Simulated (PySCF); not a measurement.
**Two-component Hartree-Fock for Cl³⁺ (chlorine, charge +3)**

Start: [Ne] 3s1 3p3; 3s1/2 filled at m_j = +1/2; 3p3/2 filled at m_j = -1/2, +1/2, +3/2. Calculated with PySCF 2.14 in x2c-SVPall-2c with one added diffuse shell each of s, p type (5s5p1d, 25 functions): generalised Hartree-Fock with the X2C-1e Hamiltonian and a Gaussian nucleus; one run each with spin-orbit coupling (SO) switched off, then screened by Boettger's factors. This is a chosen level, not necessarily the ground level.

```
spinor shell  electrons  ε, spin-free (eV)  ε, screened SO (eV)  weight of nominal j (screened SO)  rms radius, screened SO (bohr)
       1s1/2          2            -2908.9              -2908.9                              1.000                           0.105
       2s1/2          2            -334.94              -334.94                              1.000                           0.479
       2p1/2          2            -264.73              -266.76                              0.745                           0.448
       2p3/2          4            -264.73              -263.72                              0.873                           0.450
       3s1/2          1            -73.448              -73.447                              1.000                            1.49
       3p3/2          3            -54.678              -54.678                              0.660                            1.64
```

```tsv
quantity	spin-free	screened SO
E (hartree)	-457.76490	-457.76551
M_J	2	2
⟨J²⟩	6.000	6.000
⟨L²⟩	0.000	0.001
⟨S²⟩	6.000	5.999
```

Each row is a mean over spinors that exchange with the open shell spreads, by up to 2.981 eV (2p3/2).

Rows whose weight is well below 1 are mixtures of j = l ± 1/2: exchange outweighs spin-orbit coupling there, and the label is only the starting occupation.

Without spin-orbit coupling the j labels of p, d and f shells carry no meaning; the spin-free column gives the mean over the occupied spinors of each nl shell.
